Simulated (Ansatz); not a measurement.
H6Ge2, charge -1, doublet, at a GFN2-xTB geometry (a state made from the parent by changing its charge; the spin is typed, not shown lowest) (a gas-phase anion, which may not be bound at this level); B3LYP/STO-3G (Ansatz, a quantum-chemistry and plane-wave program).

Input for Ansatz:
Ansatz 0.2 input:
```yaml
crystal:
  periodic: [false, false, false]
  atoms:
    - {symbol: Ge, position_ang: [-1.23522005, 0.51292370, -0.12591087]}
    - {symbol: Ge, position_ang: [1.23525908, -0.51205515, 0.12902469]}
    - {symbol: H, position_ang: [-1.92530595, -0.60516687, -1.02753875]}
    - {symbol: H, position_ang: [-2.47835897, 1.61253592, -0.42053532]}
    - {symbol: H, position_ang: [-1.94017119, -0.02486483, 1.19983024]}
    - {symbol: H, position_ang: [2.47831690, -1.61347220, 0.41717868]}
    - {symbol: H, position_ang: [1.96734679, 0.62962708, 0.96829304]}
    - {symbol: H, position_ang: [1.89692349, -0.02645262, -1.23686999]}
basis:
  gaussian:
    orbitals: STO-3G
hamiltonian:
  xc: b3lyp
total_charge: -1
magnetization: {spin_polarized: true, initial_magnetization: 1}
accuracy: high
```

The log (banner, timings and long lists left out):

```
Functional definition: B3LYP
599 factors; integrals over basis functions are off by at most 9.8e-9 eV
mean field evaluation 1: about -111808.5676 eV, gradient 4.7e1 eV
mean field evaluation 2: about -111814.5245 eV, gradient 3.5e1 eV
mean field evaluation 4: about -111824.8785 eV, gradient 1.6e0 eV
mean field evaluation 8: about -111824.8514 eV, gradient 5.4e-2 eV
mean field evaluation 16: about -111824.8515 eV, gradient 1.0e-5 eV
mean field -111824.85145874 eV, -4109.4874935019 hartree, gradient 2.6e-8 eV, S^2 0.755341; 0 other end points of the search recorded, 0 dependent functions left out
reference -111824.85149216 eV, -4109.4874947301 hartree; 36, 35 occupied and 6, 7 virtual orbitals, 599 factors
Total energy: -111824.85149216 eV, -4109.4874947301 hartree
```
